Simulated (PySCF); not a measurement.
CHCl2, SMILES Cl[CH]Cl (connectivity only; charge and spin as stated), charge +1, multiplicity 1. Geometry: r2SCAN-D4/def2-TZVP. The spin state was assumed, not searched. The isomer is the one that the SMILES or the coordinates give; other isomers of the formula were not compared.

TDA-PBE/def2-SVPD (PySCF) puts the lowest singlet excitations at 3.72, 3.89, 6.04, 8.21, 8.37, 8.38 eV.

**Question.** What are the lowest excitation roots from ADC(2)/aug-cc-pVDZ run with PySCF 2.14.0? (Estimate from the structure and the level; the computed values follow.)

**Answer.** 4.03, 4.26, 5.03, 7.87, 8.76, 9.26 eV. S1 differs by 0.32 eV (second minus first; roots are paired by order, and the bases may differ).
